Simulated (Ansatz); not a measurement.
Gas-phase electronic energies from Ansatz, PBE0-D4/def2-TZVP geometries. CCSD(T)/CBS adds triple-zeta CCSD(T) − MP2 to the extrapolated MP2 energy (def2 sets, frozen cores). This one scheme is used for every species. DFT in def2-TZVPP. Elements past krypton have def2 core potentials. For Hf outer-core shells are correlated without core-valence functions, which leaves a few kJ/mol of doubt a bond. Each species was taken in one conformer, which may not be the lowest.

Reaction (formal hydrolysis of the Hf–Cl bond): `[CH3][Hf]12345678([Cl])([C@H]9[C@@H]1[C@@H]2[C@@H]3[C@H]94)[C@H]1[C@@H]5[C@@H]6[C@@H]7[C@H]18` + H₂O → `[CH3][Hf]12345678([OH])([C@H]9[C@@H]1[C@@H]2[C@@H]3[C@H]94)[C@H]1[C@@H]5[C@@H]6[C@@H]7[C@H]18` + HCl

`[CH3][Hf]12345678([Cl])([C@H]9[C@@H]1[C@@H]2[C@@H]3[C@H]94)[C@H]1[C@@H]5[C@@H]6[C@@H]7[C@H]18`:

```xyz
26

C     1.787    1.022    1.098
Hf   -0.203    0.378    0.244
Cl   -1.559    2.090    1.263
C    -0.777   -0.957    2.315
C     0.435   -1.487    1.832
C     0.183   -2.082    0.578
C    -1.195   -1.934    0.296
C    -1.785   -1.236    1.367
C    -0.988    0.167   -2.123
C     0.353   -0.289   -2.110
C     1.183    0.812   -1.827
C     0.360    1.949   -1.670
C    -0.975    1.553   -1.868
H     1.716    1.072    2.190
H     2.041    2.025    0.740
H     2.631    0.367    0.857
H    -0.909   -0.399    3.229
H     1.392   -1.433    2.325
H     0.911   -2.580   -0.044
H    -1.706   -2.297   -0.583
H    -2.820   -0.936    1.439
H    -1.864   -0.431   -2.326
H     0.681   -1.301   -2.294
H     2.258    0.791   -1.732
H     0.693    2.943   -1.410
H    -1.842    2.191   -1.784
```

H₂O:

Cartesian coordinates in Å:
```
O -0.310 0.091 0.217
H -0.168 -0.711 -0.291
H 0.478 0.620 0.075
```

`[CH3][Hf]12345678([OH])([C@H]9[C@@H]1[C@@H]2[C@@H]3[C@H]94)[C@H]1[C@@H]5[C@@H]6[C@@H]7[C@H]18`:

```xyz
27

C     1.019    2.087    0.271
Hf    0.306   -0.004   -0.257
O     1.714   -0.453   -1.566
C    -1.502    1.515   -1.213
C    -0.907    0.853   -2.307
C    -1.217   -0.517   -2.210
C    -1.996   -0.707   -1.050
C    -2.176    0.553   -0.435
C     1.326   -1.948    1.040
C    -0.073   -2.021    1.201
C    -0.480   -0.906    1.973
C     0.662   -0.139    2.262
C     1.779   -0.780    1.680
H     0.358    2.639    0.948
H     1.120    2.684   -0.642
H     2.006    2.049    0.745
H     2.581   -0.813   -1.390
H    -1.441    2.571   -1.002
H    -0.283    1.307   -3.063
H    -0.877   -1.291   -2.881
H    -2.401   -1.646   -0.703
H    -2.732    0.747    0.471
H     1.932   -2.651    0.488
H    -0.712   -2.809    0.832
H    -1.490   -0.685    2.283
H     0.684    0.786    2.817
H     2.798   -0.422    1.709
```

HCl:

Z-matrix (Å, degrees):
```
Cl
H 1 1.279
```

```csv
level,ΔE (eV)
PBE-D4,0.53
BHLYP-D4,0.62
```

(1) What does CCSD(T)/CBS give? (An estimate is asked.)

Largest T1 diagnostic among the species: 0.012.

Answers

(1) Computed: +0.63 eV. The listed levels differ from it by -0.10, -0.01 eV.

The D4 term adds +0.06 eV with B3LYP and +0.04 eV with PBE0; it sums over pairs of atoms, weighted by their polarisabilities, and B3LYP, whose exchange is more repulsive, gets the larger term. From PBE to PBE0 (25 % exact exchange), in def2-TZVPP and without D4, ΔE moves by +0.09 eV. Leaving LDA and LC-ωPBE aside and taking each functional with its dispersion term where it has one, the values, not all of them listed here, spread over 0.21 eV, from BLYP-D4 to PBE-QIDH.

B3LYP here is the variant with VWN-RPA as its local correlation; programs differ in this.

CCSD(T)/CBS has its own doubt, a few kJ/mol and more with outer-core shells, so smaller differences from it don't rank the levels.
